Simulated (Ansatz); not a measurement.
`[SiH3][BH][GaH2]` + `[OH][Cd][Cl]` → `[SiH3][O][Cd][Cl]` + `[BH2][GaH2]` at 700 K and 1 bar (cleavage of the Si–B bond).

Gas-phase electronic energies from Ansatz, PBE0-D4/def2-TZVP geometries. CCSD(T)/CBS adds triple-zeta CCSD(T) − MP2 to the extrapolated MP2 energy (def2 sets, frozen cores). Elements past krypton have def2 core potentials. For Cd, Ga outer-core shells are correlated without core-valence functions, which leaves a few kJ/mol of doubt a bond. Scalar relativity is left out up to krypton. One conformer a species, not always the lowest.

```json
{"species": "`[SiH3][BH][GaH2]`", "CCSD(T)/CBS energy (Eh)": "-2241.35179", "H − E (kJ/mol)": "202.4", "S (J/(mol·K))": "454.2"}
{"species": "`[OH][Cd][Cl]`", "CCSD(T)/CBS energy (Eh)": "-703.31715", "H − E (kJ/mol)": "78.0", "S (J/(mol·K))": "356.8"}
{"species": "`[SiH3][O][Cd][Cl]`", "CCSD(T)/CBS energy (Eh)": "-993.63708", "H − E (kJ/mol)": "143.6", "S (J/(mol·K))": "459.5"}
{"species": "`[BH2][GaH2]`", "CCSD(T)/CBS energy (Eh)": "-1951.07352", "H − E (kJ/mol)": "132.6", "S (J/(mol·K))": "340.2"}
```

H − E and S are ideal-gas, rigid-rotor, harmonic terms from PBE0-D4/def2-TZVP, for one conformer and one mirror image of each species. 1 Eh = 2625.50 kJ/mol, R = 8.31446 J/(mol·K).

By hand: ΔE, ΔH, ΔS and ΔG.

ΔE = (-993.63708) + (-1951.07352) − (-2241.35179) − (-703.31715) = -0.04166 Eh = -109.4 kJ/mol. Δ(H − E) = 143.6 + 132.6 − 202.4 − 78.0 = -4.2, so ΔH = -113.6 kJ/mol. ΔS = 459.5 + 340.2 − 454.2 − 356.8 = -11.3 J/(mol·K). ΔG = -113.6 − 700 × (-11.3)/1000 = -105.7 kJ/mol.

By hand: the equilibrium constant, and the temperature at which ΔG would vanish if ΔH and ΔS stayed fixed.

log₁₀ K = −ΔG/(RT ln 10) = 7.9. ΔG = 0 at ΔH/ΔS = 10053 K, far beyond where these terms or the molecules hold.

The number of gas molecules stays the same, so ΔS is small and ΔH decides. A doubt of 5 kJ/mol in ΔE shifts log₁₀ K by 0.4 here. Other conformers and mirror images would add mixing entropy, several J/(mol·K) or more a flexible species. Modes under 60 cm⁻¹, often nearly free rotors, make the harmonic entropy too high. These are equilibria of isolated gas molecules and say nothing of rates. Largest T1 diagnostic: 0.015 (customary marks: 0.02 for closed shells, 0.045 for open ones).
